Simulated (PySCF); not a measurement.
## SnBr⁻ from Hartree–Fock to correlated methods

State: ³Σ⁻ (triplet), unpaired electrons π ↑↑. Set-up: PySCF, scalar-relativistic core potentials, basis sets Sn def2-TZVPPD with ECP28, Br def2-TZVPPD. De refers to Sn + Br⁻ in their high-spin ground configurations, without counterpoise correction. The functionals are run spin-unrestricted. A positive dipole points towards Br; it is taken about the centre of mass and depends on that origin.

| Level | Re (Å) | ωe (cm⁻¹) | De (eV) | μ (D) | CPU s a point (SCF and correlation, without the integrals) |
| --- | --- | --- | --- | --- | --- |
| UHF | 2.780 | 150 | n/a | -1.26 | 3.4 |
| UHF-MP2 | 2.701 | 171 | 1.59 | n/a | 7.5 |
| UHF-SCS-MP2 | 2.726 | 164 | 1.48 | n/a | n/a |
| PBE | 2.731 | 164 | 1.69 | -0.43 | 2.8 |
| revPBE | 2.758 | 157 | 1.53 | -0.57 | 1.8 |
| r²SCAN | 2.704 | 172 | 1.76 | -0.36 | 3.9 |
| M06-L | 2.740 | 159 | 1.69 | -0.30 | 4 |
| TPSSh | 2.718 | 168 | 1.66 | -0.51 | 5.8 |
| B3LYP | 2.755 | 158 | 1.48 | -0.80 | 5.4 |
| PBE0 | 2.706 | 170 | 1.66 | -0.52 | 7.2 |
| B97-3 | 2.738 | 161 | 1.51 | -0.67 | 3.6 |
| CAM-B3LYP | 2.725 | 164 | 1.48 | -0.87 | 10 |

(1) What does a quarter of exact exchange do here, going from PBE to PBE0?

(2) What does the step from GGA to meta-GGA do here, going from PBE to r²SCAN?

Correlated steps freeze 13 core orbitals. Spin–orbit coupling is left out, which matters for elements this heavy, above all for dissociation energies. For an ion De counts to the pair picked by the measured ionisation energies or electron affinities, which need not be the lowest pair at this level. The highest Kohn–Sham level is positive in this anion. Much of that is self-interaction error, but it also means that the finite basis helps to hold the extra electron. The state is the lowest determinant that a PBE0 search found; another state may lie lower at other levels.

The whole job (state search and all levels along the bond) took about 7.8 min on 2 threads of Arm Neoverse V1 (shared host), peak memory 4.9 GiB.

Answers

(1) PBE0 less PBE: -2.5 pm in Re, +3.7 % in ωe, -0.03 eV in De. Exact exchange removes part of the self-interaction that spreads semilocal densities, and in most molecules shortens and stiffens the bond and lowers De; so it does here.

(2) r²SCAN less PBE: -2.7 pm in Re, +4.9 % in ωe, +0.07 eV in De.
